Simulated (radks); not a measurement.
The numbers below are computed, except where a source is named.
Problem. The mean radii <r> (bohr) of the occupied orbitals of an atom or ion are listed with their occupations. Level of theory: non-relativistic Kohn-Sham, r2SCAN, spin-polarised, spherical densities, point nucleus; meta-GGA in the generalised Kohn-Sham scheme (a radial shooting solver on a logarithmic mesh with Libxc functionals).

| orbital | occ. | <r> |
|---|---|---|
| 1s up | 1 | 0.3760 |

Name the element and its charge. Open shells, if any, are filled with parallel spins first.

Solution. Z = 4, beryllium, charge +3: Be3+ in 1s1. The 1s radius gives Z: for a bare nucleus <r> = 1.5/Z, 0.375 bohr for Z = 4, and the self-interaction of the functional makes it slightly larger (0.3760 here). The occupations add up to 1, and the charge is Z minus that.
